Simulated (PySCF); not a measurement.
B(F)2(OSiH3) (BF2H3OSi), SMILES FB(F)O[SiH3].

Geometry: r2SCAN-D4/def2-SVP. One conformer was computed; it need not be the lowest.

The numbers are results of ωB97X/def2-TZVP run with PySCF, not measurements.

The molecule is in vacuum.

* **total energy**: -591.33871 hartree
* **point group**: Cs
* **highest occupied level**: -12.15 eV
* **lowest empty level**: 1.77 eV
* **orbital gap**: 13.92 eV
* **dipole moment**: 1.84 D
* **quadrupole, principal values (traceless, Buckingham form, about the centre of nuclear charge)**: -3.59, 0.27, 3.32 D·Å
* **mean static polarisability**: 40.8 bohr³ (6.05 Å³)
* **polarisability, principal values**: 36.5, 39.9, 46.1 bohr³
